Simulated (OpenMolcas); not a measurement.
## Levels of Te V by method

- Program: OpenMolcas
- Basis: ANO-RCC-VQZP [8s7p5d3f2g]
- Scalar Hamiltonian: DKH2, point nucleus
- Active space: 2 electrons in 9 orbitals (RAS2 5s 5p; RAS3 5d, at most 2 electrons)
- State averaging: 2S+1 = 3 even, 3 roots; 2S+1 = 1 even, 7 roots; 2S+1 = 3 odd, 3 roots; 2S+1 = 1 odd, 3 roots
- Spin-orbit coupling: RASSI with atomic mean-field integrals over the reference wave functions, term energies averaged over their components

Methods on the same reference wave functions:
A. RASSCF
B. SS-RASPT2, IPEA 0.25 Eh, imaginary shift 0.1 Eh (closed shells correlated: 4d)
C. MS-RASPT2, IPEA 0.25 Eh, imaginary shift 0.1 Eh (closed shells correlated: 4d)

Energies in cm⁻¹ above 5s² ¹S₀, the measured ground level; measured values from Moore, Atomic Energy Levels, vol. III, NSRDS-NBS 35 (1971 reprint of NBS Circular 467, 1958).

| Level | A | B | C | Measured |
| --- | --- | --- | --- | --- |
| 5s² ¹S₀ | 0.0 | 0.0 | 0.0 | 0.0 |
| 5s 5p ³P°₀ | 69916 | 75770 | 76310 |  |
| 5s 5p ³P°₁ | 72548 | 78280 | 78820 |  |
| 5s 5p ³P°₂ | 79029 | 84880 | 85420 |  |
| 5s 5p ¹P°₁ | 113398 | 109980 | 110520 | 111707 |
| 5p² ³P₀ | 173636 | 177050 | 177590 | 176248 |
| 5p² ¹D₂ [65 %] | 175906 | 182880 | 183430 | 182797 |
| 5p² ³P₁ | 178241 | 181950 | 182490 | 182419 |
| 5p² ³P₂ [65 %] | 185719 | 190490 | 191040 | 192592 |

Deviations, from unrounded energies. A percentage is the sum of absolute deviations over the sum of measured energies, with the sign that they share, or ± where signs differ.

| Against measurement | Levels | A | B | C |
| --- | --- | --- | --- | --- |
| mean absolute deviation (cm-1) | 5 | 4400 | 1000 | 960 |
| other configurations (%) | 5 | ±2.6 | ±0.6 | ±0.6 |

C lies closest to measurement on these levels and A furthest from it. The largest miss of C in the table is 5p² ³P₂ [65 %], by -1600 cm-1. The ranking rests on the paired levels alone, and a cruder setting can come out closer through cancelling errors.

Between B and C the level of the table that moves most is 5p² ¹D₂ [65 %], by 540 cm-1 (lowest in B, highest in C). Moves below CASPT2's spread within the term are not significant.

The lowest spin-free term lies below A's lowest term by 0.448 hartree in B, 0.450 hartree in C.

Term energies are means over components that CASPT2 splits; among the terms shown or strongly mixed into the levels shown the widest spread is 14 cm-1 (5p² ¹D, C). Active for correlation alone: 5d; no level in the range computed is led by a configuration that fills it, so any true level of that kind is missing. Some terms mix strongly with configurations of 5d, whose occupation reaches 0.24 (5p² ¹D). Measured partners are found by configuration, term and J. A level has none where our copy of the source lacks it or the pairing is in doubt (some pairs that miss far off the trend of their configuration count as doubtful), and it then counts in no deviation. Levels of configurations outside the active space are missing. Levels that lie high or do not pair safely by name in every column are left out.

A share in square brackets marks a mixed level and gives the weight of the term that names it, the lowest over the columns. ° marks odd parity.
